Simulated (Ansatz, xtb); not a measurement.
## Ranking isomers of CH8GeOSi2

3 gas-phase structures of CH8GeOSi2, from a drawn sample of its isomers (lower ones may exist). Each was relaxed with GFN2-xTB; where two conformers were screened, the lower at r2SCAN-D4/def2-SVP//GFN2-xTB is listed:

A. `O=C[SiH2][GeH2][SiH3]`, a singlet
B. `O=[CH][GeH2][SiH2][SiH3]`, a singlet
C. `O=C[Si@@H]([SiH3])[GeH3]`, a singlet

Make a reasoned guess at their ranking by r2SCAN-D4/def2-SVP//GFN2-xTB single-point energy.

Calculated order at r2SCAN-D4/def2-SVP//GFN2-xTB: A (0.0), B (2.2), C (2.4) kcal/mol. Less than 1 kcal/mol parts B and C, so the order within that pair means little.

Energies above the lowest of each column, in kcal/mol; the last columns are at r2SCAN-D4/def2-SVP geometries:

```json
{"structure": "A", "GFN2-xTB": "0.0", "HF/STO-3G": "0.0", "r2SCAN-D4/def2-SVP//GFN2-xTB": "0.0", "r2SCAN-D4/def2-SVP": "0.0", "CCSD(T)/def2-SVP + ΔMP2/def2-TZVPP": "0.0"}
{"structure": "B", "GFN2-xTB": "12.9", "HF/STO-3G": "1.2", "r2SCAN-D4/def2-SVP//GFN2-xTB": "2.2", "r2SCAN-D4/def2-SVP": "4.7", "CCSD(T)/def2-SVP + ΔMP2/def2-TZVPP": "4.8"}
{"structure": "C", "GFN2-xTB": "13.3", "HF/STO-3G": "0.1", "r2SCAN-D4/def2-SVP//GFN2-xTB": "2.4", "r2SCAN-D4/def2-SVP": "3.1", "CCSD(T)/def2-SVP + ΔMP2/def2-TZVPP": "3.8"}
```

Every level run on A puts it lowest or level with the lowest. CCSD(T)/def2-SVP + ΔMP2/def2-TZVPP orders those it was run on as A (0.0), C (3.8), B (4.8) kcal/mol. Flexible structures stand in one conformer each, not always the lowest. A keeps a small imaginary mode. ΔMP2 is the change of the MP2 energy from the smaller to the larger basis.

Programs: Ansatz 0.2.0, xtb 6.7.1.
